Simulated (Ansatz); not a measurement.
Reaction (formal exchange of groups at the Sn–Br bond): `[F][SnH]([Br])[Br]` + CH₄ → `[CH3][SnH]([F])[Br]` + HBr

Computed with Ansatz on PBE0-D4/def2-TZVP structures; ΔE is electronic, products minus reactants. CCSD(T)/CBS adds triple-zeta CCSD(T) − MP2 to the extrapolated MP2 energy (def2 sets, frozen cores). This one scheme is used for every species. def2 core potentials past Kr. For Br, Sn outer-core shells are correlated without core-valence functions, which leaves a few kJ/mol of doubt a bond. Scalar relativity is left out up to krypton.

`[F][SnH]([Br])[Br]`:

Cartesian coordinates in Å:
```
F 0.756 0.750 1.572
Sn 0.126 -0.122 0.000
Br -2.170 -0.792 0.499
Br 0.132 1.588 -1.745
H 1.156 -1.425 -0.325
```

CH₄:

Cartesian coordinates in Å:
```
C 0.000 0.000 0.000
H 0.836 0.527 0.458
H 0.149 -0.049 -1.078
H -0.927 0.532 0.215
H -0.058 -1.010 0.405
```

`[CH3][SnH]([F])[Br]`:

Z-matrix (Å, degrees):
```
C
Sn 1 2.115
H 1 1.089 2 108.1
H 1 1.090 2 109.4 3 119.6
H 1 1.089 2 109.8 3 -119.6
F 2 1.920 1 105.6 3 -57.3
Br 2 2.469 1 109.6 3 55.3
H 2 1.700 1 121.8 3 -176.7
```

HBr:

Z-matrix (Å, degrees):
```
Br
H 1 1.420
```

| species | SCS-MP2/def2-QZVPP energy (Eh) |
| --- | --- |
| `[F][SnH]([Br])[Br]` | -5460.29261 |
| CH₄ | -40.43589 |
| `[CH3][SnH]([F])[Br]` | -2927.08621 |
| HBr | -2573.60185 |

Q: Work out ΔE.

A: ΔE = (-2927.08621) + (-2573.60185) − (-5460.29261) − (-40.43589) = 0.04044 Eh = +106.2 kJ/mol. CCSD(T)/CBS gives +105.8 kJ/mol.

Largest T1 diagnostic among the species: 0.011.

From BLYP to BHLYP (50 % exact exchange), in def2-TZVPP and without D4, ΔE moves by +3.9 kJ/mol. Leaving LDA and LC-ωPBE aside and taking each functional with its dispersion term where it has one, the values, not all of them listed here, spread over 9.8 kJ/mol, from ωB97M-V to BHLYP-D4. LDA lies −7.3 kJ/mol from PBE without D4. In def2-TZVPP, CCSD(T) changes the Hartree–Fock value by −21.4 kJ/mol (the triples alone add −0.8 kJ/mol) and MP2 by −18.5 kJ/mol.
